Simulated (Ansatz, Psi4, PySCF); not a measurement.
Dimer: CH4O (SMILES CO) (first 6 atoms) with CH4S (SMILES CS); geometry from B3LYP-D3(BJ)/def2-TZVP, rigid monomers moved along the line of their centres of mass till O2···H12 is 3.18 Å.
(charge 0, multiplicity 1):
```xyz
12

C     -0.2896    -0.5451     0.0904
O     -0.1998     0.7684     0.6352
H     -1.2677    -0.7301    -0.3651
H     -0.1510    -1.2349     0.9213
H      0.4924    -0.7335    -0.6519
H     -0.2780     1.4103    -0.0770
C     -1.1648    -0.0510     4.8367
S      0.6171    -0.4103     4.7005
H     -1.6817    -0.3031     3.9138
H     -1.5487    -0.6719     5.6445
H     -1.3358     0.9952     5.0814
H      0.8297     0.3454     3.6098
```

Counterpoise-corrected where a basis set is named; no monomer relaxation.

Cores are frozen in the correlated methods.

Programs: Ansatz (Gaussian orbitals); Psi4 for SAPT; PySCF for the dispersion terms. Values without a source in brackets are computed.

Task: What is the computed interaction energy (B3LYP-D4/def2-TZVPPD)?

Result: -71 meV

Ansatz is an electronic-structure program.
